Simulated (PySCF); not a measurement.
F3GeH3Si.

```xyz
8

F      1.4956     0.0054    -1.4842
Si     0.0000     0.0000    -0.8865
F     -0.7525     1.2925    -1.4842
F     -0.7431    -1.2979    -1.4842
Ge     0.0000     0.0000     1.4568
H      0.7420     1.2440     1.9554
H      0.7063    -1.2646     1.9554
H     -1.4484     0.0206     1.9554
```

Geometry: ωB97X-D3(BJ)/def2-SVP. This is a generated structure with no PubChem entry under its InChIKey; it may be hypothetical.

Level of theory: PBE/pcSseg-1 in PySCF. Non-relativistic, no solvent.

### Question
Give the absolute GIAO shielding of each atom: isotropic value and principal components (ppm). (Estimate from the structure and the level; the computed values follow.)

### Answer

```tsv
atom	σ(iso)	σ11	σ22	σ33	span
F1	265.2	195.3	225.0	375.2	179.9
Si2	369.1	349.9	349.9	407.3	57.4
F3	265.2	195.3	225.0	375.2	179.9
F4	265.2	195.3	225.0	375.2	179.9
Ge5	1658.8	1627.1	1674.6	1674.6	47.5
H6	27.7	21.6	22.5	39.0	17.4
H7	27.7	21.6	22.5	39.0	17.4
H8	27.7	21.6	22.5	39.0	17.4
```
